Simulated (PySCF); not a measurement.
Al(Cl)(OH)(SH) (AlClH2OS), SMILES [OH][Al]([SH])[Cl]. Atoms are numbered in the order given.

```xyz
6

Al     0.3491     0.0288     0.0000
Cl    -0.7167     1.8398     0.0000
O      2.0425    -0.0211     0.0000
H      2.6407     0.7316     0.0000
S     -0.7343    -1.8526     0.0000
H      0.4142    -2.5723     0.0000
```

Geometry optimised at B3LYP-D3(BJ)/def2-SVP. Other conformers were not sampled.

Calculation: TDA-M06-2X/def2-SVPD run with PySCF.

Vertical excitations. The molecule is in vacuum. State labels are in the subgroup Cs.

| state | symmetry | energy (eV) | λ (nm) | f | main pairs |
|---|---|---|---|---|---|
| S1 | A" | 5.81 | 213 | 0.037 | HOMO→LUMO 86 % |
| S2 | A" | 6.49 | 191 | 0.005 | HOMO→LUMO+2 70 %, HOMO→LUMO+3 13 % |
| S3 | A' | 6.70 | 185 | 0.026 | HOMO→LUMO+1 77 %, HOMO−1→LUMO 14 % |
| S4 | A' | 7.37 | 168 | 0.110 | HOMO−2→LUMO 50 %, HOMO−1→LUMO 34 % |
| S5 | A" | 7.41 | 167 | 0.004 | HOMO−3→LUMO 78 % |
| S6 | A" | 7.67 | 162 | 0.001 | HOMO−1→LUMO+1 82 % |
| S7 | A' | 7.71 | 161 | 0.333 | HOMO−1→LUMO 40 %, HOMO−2→LUMO 33 %, HOMO→LUMO+1 8 %, HOMO−1→LUMO+2 7 % |
| S8 | A" | 7.88 | 157 | 0.014 | HOMO→LUMO+3 51 %, HOMO→LUMO+2 12 %, HOMO→LUMO+7 9 % |
| S9 | A" | 7.95 | 156 | 0.020 | HOMO−2→LUMO+1 54 %, HOMO→LUMO+4 19 %, HOMO−4→LUMO 10 % |
| S10 | A" | 8.04 | 154 | 0.003 | HOMO→LUMO+4 52 %, HOMO−2→LUMO+1 22 % |
| T1 | A" | 5.51 | 225 | 0 | HOMO→LUMO 81 %, HOMO→LUMO+3 13 % |
| T2 | A' | 5.94 | 209 | 0 | HOMO→LUMO+1 92 % |
| T3 | A" | 6.12 | 203 | 0 | HOMO→LUMO+2 68 %, HOMO→LUMO+3 12 % |
| T4 | A' | 6.83 | 181 | 0 | HOMO−1→LUMO 77 %, HOMO−1→LUMO+3 12 % |
Triplets are in the Tamm–Dancoff approximation.
